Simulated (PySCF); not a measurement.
Species: C₅H₇FO.
Atom-mapped SMILES: `[CH2:1]=[CH:2][C:3]1([F:4])[CH2:5][O:6][CH2:7]1` (hydrogens: H8, H9 on C1; H10 on C2; H11, H12 on C5; H13, H14 on C7)

Structure used (GFN2-xTB), in Å, numbered top down from 1:
```
atom  x, y, z in Å
C1     2.2832    0.2807    0.2920
C2     1.0955   -0.1047    0.7198
C3    -0.1845    0.1480   -0.0036
F4     0.0373    0.8340   -1.1777
C5    -1.3376    0.7333    0.8323
O6    -2.0631   -0.4934    0.7470
C7    -1.1298   -1.0553   -0.1760
H8     3.1775    0.0773    0.8544
H9     2.4012    0.8127   -0.6367
H10    0.9689   -0.6411    1.6497
H11   -1.0999    1.0095    1.8612
H12   -1.8558    1.5541    0.3294
H13   -0.7488   -2.0243    0.1511
H14   -1.5446   -1.1313   -1.1850
```

Method: TDDFT CAM-B3LYP/def2-SVPD, vertical, gas phase, core orbitals frozen in the response (PySCF).

Ground-to-excited transition dipoles (e·a0, same axes as the geometry; the sign carries no meaning), for the states with f of 0.002 or more among the lowest 8:

| state | E (eV) | μx | μy | μz |
| --- | --- | --- | --- | --- |
| S3 | 7.410 | -0.011 | 0.439 | 0.232 |
| S4 | 7.472 | -1.610 | -0.318 | 0.246 |
| S5 | 7.629 | 0.101 | 0.159 | -0.266 |
| S7 | 8.072 | -0.025 | 0.145 | 0.085 |
| S8 | 8.354 | 0.049 | 0.186 | -0.317 |

(1) Work out the oscillator strengths.

(2) What is the point group, and which symmetry does each of these states have?

(3) Which bond between heavy atoms lies closest to the direction of the S4 transition dipole?

(4) What angle do the transition dipoles of S3 and S8 make?

(5) How is the summed strength of these states shared among x, y and z?

(6) What peak molar absorption coefficient would the strongest computed level give as a lone Gaussian band 0.5 eV wide at half height?

Answers

(1) f = (2/3) ΔE |μ|² with ΔE in hartree (27.2114 eV).

```json
{"state": "S3", "|μ|² (au)": "0.247", "|μ| (D)": "1.26", "f": "0.045"}
{"state": "S4", "|μ|² (au)": "2.755", "|μ| (D)": "4.22", "f": "0.504"}
{"state": "S5", "|μ|² (au)": "0.106", "|μ| (D)": "0.83", "f": "0.020"}
{"state": "S7", "|μ|² (au)": "0.029", "|μ| (D)": "0.43", "f": "0.006"}
{"state": "S8", "|μ|² (au)": "0.138", "|μ| (D)": "0.94", "f": "0.028"}
```

(2) Cs. The ground state is totally symmetric, so the direction of μ fixes the label. Polarised normal to the mirror plane, so A″: S3 and S7. Polarised in the mirror plane, so A′: S4, S5 and S8.

(3) C1–C2, at 12° from it; next C3–C5, C3–C7 and C2–C3 at 43°.

(4) |cos θ| = |μa·μb| / (|μa| |μb|) = 0.04, so θ ≈ 88° (taken between 0 and 90°, since the signs are arbitrary).

(5) (2/3) Σ ΔE μα² gives 0.477 for x, 0.070 for y and 0.056 for z, 0.603 in all.

(6) ε(max) = 2.175×10⁸ f / FWHM, with the width in cm⁻¹. S4: 2.175×10⁸ × 0.5043 / 4033 ≈ 27000 L mol⁻¹ cm⁻¹.

One conformer stands for the species.
